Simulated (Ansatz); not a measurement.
Ideal-gas functions of Cl$_{2}$I$_{2}$Zr, SMILES `[Cl][Zr]([Cl])([I])[I]` at 298.15 K and 1 bar, from an Ansatz frequency run at PBE0-D4/def2-TZVP.

Molar mass 415.94 g/mol, point group C2v (symmetry number 2), electronic degeneracy 1, moments of inertia 774.156, 1465.744, 1734.179 u Å². Harmonic wavenumbers (cm⁻¹, unscaled): 51, 74, 77, 83, 96, 215, 268, 410, 428.

Use S(trans) = R[1.5 ln M + 2.5 ln T − 1.1517]; rotational temperatures θ = 24.2544 K / I; S(rot) = R[ln(√π/σ · √(T³/θAθBθC)) + 1.5]; for each mode x = 1.438777 ν̃/T, S = R[x/(eˣ − 1) − ln(1 − e⁻ˣ)] and H = RT x/(eˣ − 1); 1 cm⁻¹ = 0.0119627 kJ/mol; R = 8.31446 J/(mol·K).

Problem. By hand: the entropy, in J/(mol·K).

Solution. Translation 184.1. Rotation: θ = 0.0313, 0.0165, 0.014 K, giving 131.7. Vibration, mode by mode: 19.99, 16.92, 16.59, 15.98, 14.79, 8.37, 6.73, 3.88, 3.62, in all 106.9. Electronic 0.0. Sum 422.7 J/(mol·K).

Problem. By hand: H − E and G − E in kJ/mol, counted from the electronic energy.

Solution. Zero-point energy ½ × 1702 × 0.0119627 = 10.2; thermal vibration 14.4; translation, rotation and pV give 4 RT = 9.9. H − E = 34.5 kJ/mol, and G − E = 34.5 − 298.15 × 422.7/1000 = -91.5 kJ/mol.

Vibration gives 25 % of the entropy, 84.3 J/(mol·K) of it from the modes under 150 cm⁻¹: soft modes count most, and the harmonic formula is weakest for them.
